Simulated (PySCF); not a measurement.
## Field gradients at the hydrogen positions

Species: C5H7O2P.
Cartesian coordinates in Å at the GFN2-xTB level; atoms count from 1:
```
atom  x, y, z in Å
C1     2.7401   -1.6187    0.0465
C2     1.9819   -0.6997   -0.0955
P3     0.8340    0.6565   -0.1983
O4     0.7568    1.4852    1.0075
O5     1.3479    1.4917   -1.4766
C6    -0.7038   -0.1012   -0.7720
C7    -1.5311   -0.7510    0.2974
C8    -1.9630    0.5504   -0.2851
H9     3.4117   -2.4213    0.1498
H10    1.6757    2.3395   -1.1709
H11   -0.6746   -0.5376   -1.7599
H12   -1.1335   -0.7430    1.3025
H13   -2.0788   -1.6470    0.0444
H14   -2.8156    0.5722   -0.9471
H15   -1.8522    1.4319    0.3298
```

Level: PBE0/pcSseg-1 (PySCF, non-relativistic); Q(2H) = 0.00286 b; rigid geometry, the same for H and D, with no vibrational averaging.

Question: Rank these positions by the coupling χzz of a deuteron there, largest first.
A. H10 (hydroxyl hydrogen)
B. H11 (methine hydrogen)
C. H9 (alkyne hydrogen)
D. H12 (methylene hydrogen)

Answer: A (323 kHz), C (260 kHz), B (221 kHz), D (217 kHz).

Question: Tabulate Vzz, the asymmetry η and χzz = 234.96 MHz × Q × Vzz for every hydrogen position.

Answer: 
```
atom  bonded to  bond length (Å)  Vzz (au)     η  χzz (kHz)
  H9         C1            1.052    0.3869  0.00        260
 H10         O5            0.959    0.4810  0.10        323
 H11         C6            1.080    0.3291  0.09        221
 H12         C7            1.081    0.3228  0.07        217
 H13         C7            1.080    0.3297  0.07        222
 H14         C8            1.080    0.3307  0.06        222
 H15         C8            1.080    0.3216  0.06        216
```

Question: Average by the element that carries the hydrogen.

Answer: on C: 226 kHz over 6 positions, mean bond length 1.076 Å; on O: 323 kHz over 1 position, mean bond length 0.959 Å.

One conformer (not necessarily the lowest) at the GFN2-xTB geometry, without solvent, vibrations or thermal averaging. GFN2-xTB bond lengths can be off by several hundredths of an ångström, more for odd bonds, and the gradients follow them. With a basis this small, the couplings can be 20 % off.

These values come from a run that also computed NMR shieldings. On Arm Neoverse V2, one thread, on a shared host, this took 32 s (grids of density and orbitals included) and 0.81 GiB of memory at its peak.
